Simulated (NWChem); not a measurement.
Molecule: SiH2O2BrF; SMILES O[Si](O)(F)Br

```xyz
7

O      1.3348     1.3038     0.8680
Si     0.0152     0.8143     0.0107
O      0.0886     1.4910    -1.4990
F     -1.3717     1.2797     0.7284
Br    -0.0055    -1.3957    -0.0074
H      1.6239     2.2136     0.6730
H     -0.6881     1.3599    -2.0706
```
Atoms are numbered in this order, from 1.

All runs: NWChem. Coordinates come from a PBE-D3(BJ)/def2-SVP optimisation.

Question: Among these, which level gives the highest value of “orbital gap (eV)”?
(A) PBE0/aug-pcseg-1
(B) PBE0/pcseg-1
(C) PBE0/STO-3G
(D) PBE0/pcseg-2

Answer: C, PBE0/STO-3G. Values: PBE0/aug-pcseg-1 8.09; PBE0/pcseg-2 8.50; PBE0/pcseg-1 8.80; PBE0/STO-3G 9.53
